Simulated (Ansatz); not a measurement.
Basis sets compared for [In(OH)4]- (InO₄H₄⁻). Charge -1, multiplicity 1. Geometry PBE0-D4/def2-SVPD. Ansatz on 4 threads of Arm Neoverse V1 on a shared host; times are rough, and most runs start from earlier orbitals.

```xyz
9

In    0.000    0.000   -0.001
O     0.589    1.412    1.396
H     0.140    2.236    1.189
O     1.736   -0.975   -0.574
H     2.480   -0.486   -0.210
O    -1.030    1.051   -1.458
H    -1.827    0.557   -1.667
O    -1.294   -1.488    0.633
H    -0.794   -2.306    0.693
```

In the def2 sets In takes a core potential; there is no spin–orbit coupling.

| level | functions | energy (Eh) | HOMO (eV) | LUMO (eV) | wall time |
| --- | --- | --- | --- | --- | --- |
| PBE-D4/def2-SVPD | 156 | -493.0705 | -1.76 | 2.22 | 1.7 s |
| PBE0-D4/def2-SVPD | 156 | -493.0549 | -3.32 | 2.93 | 2.4 s |

(1) Estimate the rows for PBE-D4/def2-TZVPD, PBE0-D4/def2-TZVPD (with forces).

Results:

(1) 
```
                           level  functions  energy (Eh)  HOMO (eV)  LUMO (eV)  wall time
               PBE-D4/def2-TZVPD        252    -493.4239      -1.70       2.12        3 s
PBE0-D4/def2-TZVPD (with forces)        252    -493.4071      -3.23       2.77        7 s
```
